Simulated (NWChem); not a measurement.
Molecule: Si2H3F, singlet; SMILES F[Si][SiH3]

Program: NWChem. Low-valent species are run as closed-shell singlets; no triplet was tried in these runs. All runs use the structure optimised with PBE-D3(BJ)/def2-SVP. Ions are spin-unrestricted doublets at the neutral geometry; other ion states weren't tried.

```json
[
 {"level": "B3LYP/def2-SVPD", "vertical ionisation energy, ΔSCF (eV)": "8.69", "−ε(HOMO) (eV)": "6.39", "ΔSCF minus −ε(HOMO) (eV)": "2.30", "relative time": "1"},
 {"level": "PBE/def2-SVPD", "vertical ionisation energy, ΔSCF (eV)": "8.54", "−ε(HOMO) (eV)": "5.57", "ΔSCF minus −ε(HOMO) (eV)": "2.97", "relative time": "1"},
 {"level": "Hartree-Fock/def2-SVPD", "vertical ionisation energy, ΔSCF (eV)": "7.85", "−ε(HOMO) (eV)": "8.81", "ΔSCF minus −ε(HOMO) (eV)": "-0.96", "relative time": "1"},
 {"level": "LRC-wPBEh/def2-SVPD", "vertical ionisation energy, ΔSCF (eV)": "8.68", "−ε(HOMO) (eV)": "8.33", "ΔSCF minus −ε(HOMO) (eV)": "0.35", "relative time": "4"},
 {"level": "LDA (Slater exchange, VWN5)/def2-SVPD", "vertical ionisation energy, ΔSCF (eV)": "8.70", "−ε(HOMO) (eV)": "5.65", "ΔSCF minus −ε(HOMO) (eV)": "3.05", "relative time": "1"}
]
```

The last column is a rough cost ratio, cheapest run = 1.
